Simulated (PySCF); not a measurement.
# Spinor energies of Eu³⁰⁺ (europium, charge +30)

Start: [Ar] 3d10 4s2 4p3; 4p1/2 filled at m_j = -1/2, +1/2; 4p3/2 filled at m_j = +3/2. Calculated with PySCF 2.14 in an uncontracted even-tempered set (17 s from 2.8 bohr⁻², ratio 2.8; 13 p from 3.6 bohr⁻², ratio 2.8; 8 d from 6.4 bohr⁻², ratio 2.8; 4 f from 17 bohr⁻², ratio 3): generalised Hartree-Fock with the X2C-1e Hamiltonian and a Gaussian nucleus; one run each with spin-orbit coupling (SO) switched off, then screened by Boettger's factors.

```tsv
spinor shell	electrons	ε, spin-free (eV)	ε, screened SO (eV)	weight of nominal j (screened SO)	rms radius, screened SO (bohr)
1s1/2	2	-49873.1	-49862.3	1.000	0.0254
2s1/2	2	-9223.8	-9219.4	1.000	0.103
2p1/2	2	-8334.5	-8791.1	1.000	0.0880
2p3/2	4	-8334.5	-8135.3	1.000	0.0943
3s1/2	2	-2884.9	-2882.5	1.000	0.263
3p1/2	2	-2600.3	-2698.6	1.000	0.254
3p3/2	4	-2600.3	-2555.1	1.000	0.267
3d3/2	4	-2228.1	-2244.8	0.999	0.237
3d5/2	6	-2228.1	-2213.7	1.000	0.241
4s1/2	2	-1274.7	-1273.8	1.000	0.561
4p1/2	2	-1180.8	-1202.3	0.996	0.561
4p3/2	1	-1180.8	-1163.4	1.000	0.582
```

```csv
quantity,spin-free,screened SO
E (hartree),-10366.08182,-10373.77356
M_J,3/2,3/2
⟨J²⟩,3.750,3.751
⟨L²⟩,0.000,2.325
⟨S²⟩,3.750,1.642
```

Each row is a mean over spinors that exchange with the open shell spreads, by up to 12.408 eV (4s1/2).

Breit and QED terms are absent; they matter most for the inner s and p1/2 levels.

Densities and radii are taken from the X2C orbitals without a picture-change correction, which distorts them close to the nucleus.

Without spin-orbit coupling the j labels of p, d and f shells carry no meaning; the spin-free column gives the mean over the occupied spinors of each nl shell.
